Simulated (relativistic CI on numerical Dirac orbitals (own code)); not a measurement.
## Hyperfine structure of Rb XV, mass number 85

Calculated at this level of theory: Dirac-Coulomb-Breit CI, KLI orbitals optimised for each configuration, QED by a radiative potential, unscaled Slater integrals (own radial code, finite nucleus).

Configuration list (outside the closed core [Ne]): 3s2 3p6 3d5, 3s2 3p5 3d6, 3s2 3p4 3d7, 3s 3p6 3d6, 3p6 3d7, 3s2 3p6 3d4 4s, 3s2 3p6 3d4 4p, 3s 3p5 3d7, 3s2 3p6 3d4 4d, 3s2 3p6 3d3 4s2, 3s2 3p6 3d4 4f, 3s2 3p6 3d3 4s 4p, 3s2 3p6 3d4 5s, 3s2 3p6 3d3 4p2, 3s2 3p6 3d4 5p, 3s2 3p6 3d3 4s 4d. Levels of other configurations are missing.

Nuclear spin I = 5/2, μ = 1.35306 μN, Q = 0.276 b (tables of Stone and Pyykkö). The electronic factors are computed for point nuclear moments, without core polarisation or the Bohr-Weisskopf and QED corrections.

```csv
Level,E (cm⁻¹),A (MHz),B (MHz)
3s2 3p6 3d5 4G_7/2,84548.1,1757,344
3s2 3p6 3d5 4G_11/2,84625.7,1736,-4.99
3s2 3p6 3d5 4G_9/2,85609.6,1652,267
3s2 3p6 3d5 4P_3/2,86737.7,1384,586
3s2 3p6 3d5 4P_1/2,89570.4,-1265,
3s2 3p6 3d5 4D_7/2,100372.1,1107,372
3s2 3p6 3d5 4D_1/2,104616.7,4241,
3s2 3p6 3d5 4D_5/2,104954.9,1399,-407
```

Levels with J = 0, under 50 % of one LS term, or S terms without an open s electron are left out. Small factors come from cancelling terms and can be off by tens of per cent or more.

At this charge energies of transitions that change n are usually good to better than 1 %, and those within a shell (Δn = 0) to a few per cent. Terms inside the open d or f shell come out 10 to 20 % too wide with unscaled integrals.

Task: Give the hyperfine levels of 3s2 3p6 3d5 4G_7/2 relative to its centre of gravity.

Result: With K = F(F + 1) − I(I + 1) − J(J + 1), E = AK/2 + B[¾K(K + 1) − I(I + 1)J(J + 1)]/[2I(2I − 1)J(2J − 1)]: F = 1: -19580, F = 2: -16170, F = 3: -11010, F = 4: -4057, F = 5: 4742, F = 6: 15460 MHz.

LS names give the leading component of a level, which can be under half, so a name can repeat, a term be missing and a line seem to break the LS rules.
